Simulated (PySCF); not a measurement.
## Correlation energy of Be (beryllium, neutral)

[He] 2s1 3d1, high-spin 3D determinant (an excited configuration). All numbers are calculated (PySCF 2.14, the non-relativistic Hamiltonian (point nucleus), in aug-cc-pCVTZ (7s6p4d2f, 59 functions)). Frozen: nothing; 4 electrons correlated.

MP2 pair energies summed by pair of shells (mhartree):

```
 pair  energy  share (%)
1s-1s  -36.63       84.6
2s-3d   -3.60        8.3
1s-2s   -2.98        6.9
1s-3d   -0.09        0.2
```

Total MP2 correlation energy: -43.30 mhartree.

Same-spin part -4.39 and opposite-spin part -38.92 mhartree; SCS-MP2 scales them by 1/3 and 6/5 to -48.16 mhartree.
